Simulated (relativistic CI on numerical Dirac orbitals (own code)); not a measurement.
Cu2+ in a cubic cluster: L2,3 absorption with charge transfer

Computed with a charge-transfer multiplet model of a cubic metal-ligand cluster with up to one ligand hole, Slater and spin-orbit integrals from Dirac-Coulomb-Breit ions, Slater integrals scaled by 0.9. The ground state mixes d9 with configurations of k ligand holes L, whose averages lie at kΔ + k(k − 1)U_dd/2; a core hole lowers each added d electron by U_cd. 300 K, Lorentzian 0.4 eV and Gaussian 0.3 eV FWHM.

Atomic integrals in eV (Slater integrals scaled, ζ unscaled), ground: F2dd 12.450, F4dd 7.768, zeta_d 0.099; with the core hole: F2dd 12.450, F4dd 7.768, zeta_d 0.110, zeta_core 13.385.

Cluster parameters (eV): Δ = 5.2, U_dd = 8.5, U_cd = 9.5, 10Dq(ligand) = 1.5, V(eg) = 3.05, V(t2g) = -1.42, final-state hopping factor = 0.8.

```
          Case   n_d    d9  d10L     S
10Dq = 0.85 eV  9.19  0.81  0.19  0.50
10Dq = 1.45 eV  9.18  0.82  0.18  0.50
10Dq = 1.75 eV  9.17  0.83  0.17  0.50
10Dq = 2.05 eV  9.16  0.84  0.16  0.50
10Dq = 2.35 eV  9.16  0.84  0.16  0.50
```

Weights, n_d and S are thermal averages at 300 K. Photon energies count from the first peak over 30 % of the highest in each spectrum, which can be another peak from case to case. The parameters are a model scan and need not match a compound or its usual spin state. Peaks in eV (height, largest 100):
- 10Dq = 0.85 eV: 0.0 (100), 20.1 (40)
- 10Dq = 1.45 eV: 0.0 (100), 20.1 (42)
- 10Dq = 1.75 eV: 0.0 (100), 20.1 (43)
- 10Dq = 2.05 eV: 0.0 (100), 20.1 (43)
- 10Dq = 2.35 eV: 0.0 (100), 20.1 (44)

For the case 10Dq = 1.45 eV, Δ = 5.2 eV is smaller than U_dd = 8.5 eV, the charge-transfer side of the Zaanen-Sawatzky-Allen scheme.
